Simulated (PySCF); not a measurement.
B3LYP has the VWN-RPA correlation part, as in Gaussian. 

Cartesian coordinates (Å):
SMILES: C=C[SiH]
```xyz
7

C     -0.8377    -0.5483    -0.5816
C     -0.0502     0.0452     0.3274
Si     1.5819     0.7715    -0.2575
H     -1.7947    -0.9986    -0.3335
H     -0.5429    -0.6045    -1.6259
H     -0.3971     0.0716     1.3578
H      2.0406     1.2630     1.1133
```
Charge 0, multiplicity 1.

**Question.** What total energy, HOMO, HOMO–LUMO gap, dipole moment and LUMO does PySCF with B3LYP-D3(BJ)/def2-TZVP give?

**Answer.** 
```
Property             Result
-------------  ------------
total energy   -10016.27 eV
HOMO               -6.19 eV
HOMO–LUMO gap       3.27 eV
dipole moment        1.57 D
LUMO               -2.91 eV
```
